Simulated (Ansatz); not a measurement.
The inner images of a band of BH3O + H4OSi (11 atoms, charge 0, multiplicity 1) are given out of order.

These are results of Ansatz 0.2.0, RKS B3LYP/def2-SVP, not measurements.

Image 0:

```xyz
11
Properties=species:S:1:pos:R:3
B -0.050 -1.092 0.054
O -0.789 -0.085 0.583
H -1.711 -0.317 0.764
H 1.103 -0.846 -0.190
H -0.555 -2.171 -0.150
O -0.019 2.614 1.120
Si 0.954 2.808 2.452
H 2.257 2.080 2.326
H 1.228 4.264 2.583
H 0.303 2.327 3.713
H -0.286 1.708 0.887
```

Image 8:

```xyz
11
Properties=species:S:1:pos:R:3
B 0.226 0.423 0.390
O -0.952 -0.700 1.165
H -1.587 -0.966 0.482
H 1.278 -0.174 0.523
H -0.262 0.468 -0.729
O 0.010 1.564 1.200
Si 1.056 2.469 2.124
H 2.034 1.602 2.851
H 1.812 3.446 1.284
H 0.239 3.224 3.118
H -1.422 -0.066 1.734
```

Question: Put them in order from the first end to the last, with their energies above the first end.
A.
```xyz
11
Properties=species:S:1:pos:R:3
B 0.018 -0.930 -0.042
O -0.839 -0.453 0.895
H -1.756 -0.741 0.789
H 1.167 -0.585 0.048
H -0.381 -1.671 -0.909
O -0.201 2.266 1.364
Si 0.949 2.862 2.404
H 2.120 1.941 2.547
H 1.414 4.157 1.838
H 0.408 3.112 3.777
H -0.463 1.333 1.430
```
B.
```xyz
11
Properties=species:S:1:pos:R:3
B 0.073 -0.821 0.007
O -0.793 -0.760 1.050
H -1.721 -0.849 0.793
H 1.242 -0.720 0.274
H -0.335 -0.984 -1.119
O -0.260 2.020 1.462
Si 0.901 2.865 2.306
H 2.192 2.115 2.401
H 1.122 4.134 1.563
H 0.461 3.190 3.699
H -0.446 1.100 1.706
```
C.
```xyz
11
Properties=species:S:1:pos:R:3
B 0.116 -0.271 0.160
O -0.624 -1.073 0.990
H -1.548 -1.131 0.718
H 1.304 -0.242 0.369
H -0.374 0.206 -0.836
O -0.300 1.548 1.557
Si 0.861 2.618 2.145
H 2.085 1.903 2.611
H 1.187 3.525 1.017
H 0.297 3.397 3.285
H -0.569 0.812 2.126
```
D.
```xyz
11
Properties=species:S:1:pos:R:3
B 0.135 -0.610 0.083
O -0.701 -1.039 1.065
H -1.624 -1.078 0.781
H 1.307 -0.568 0.359
H -0.289 -0.344 -1.016
O -0.303 1.781 1.537
Si 0.842 2.808 2.199
H 2.142 2.113 2.439
H 1.028 3.905 1.215
H 0.376 3.382 3.497
H -0.478 0.941 1.984
```
E.
```xyz
11
Properties=species:S:1:pos:R:3
B 0.151 0.183 0.334
O -0.744 -0.739 1.197
H -1.584 -0.928 0.756
H 1.315 -0.149 0.376
H -0.342 0.434 -0.746
O -0.140 1.347 1.381
Si 0.916 2.448 2.114
H 2.096 1.748 2.692
H 1.353 3.430 1.088
H 0.148 3.129 3.191
H -0.734 0.388 1.760
```
F.
```xyz
11
Properties=species:S:1:pos:R:3
B 0.226 0.328 0.364
O -0.880 -0.704 1.189
H -1.668 -0.832 0.639
H 1.306 -0.221 0.457
H -0.260 0.437 -0.749
O -0.017 1.442 1.255
Si 0.984 2.456 2.108
H 2.091 1.698 2.766
H 1.549 3.483 1.190
H 0.163 3.123 3.160
H -1.060 0.081 1.763
```
G.
```xyz
11
Properties=species:S:1:pos:R:3
B -0.034 -1.013 -0.047
O -0.823 -0.236 0.737
H -1.715 -0.581 0.883
H 1.080 -0.613 -0.260
H -0.459 -2.053 -0.492
O -0.035 2.459 1.186
Si 0.958 2.839 2.460
H 2.120 1.902 2.584
H 1.469 4.215 2.216
H 0.240 2.824 3.775
H -0.365 1.549 1.099
```

Answer: G (+0.01 eV), A (+0.03 eV), B (+0.05 eV), D (+0.06 eV), C (+0.10 eV), E (+0.63 eV), F (+0.14 eV).

Time of the run: 3.3 min on 2 threads of AMD EPYC 9R45 96-Core Processor (Zen 5), on a shared host, peak memory 0.2 GiB.
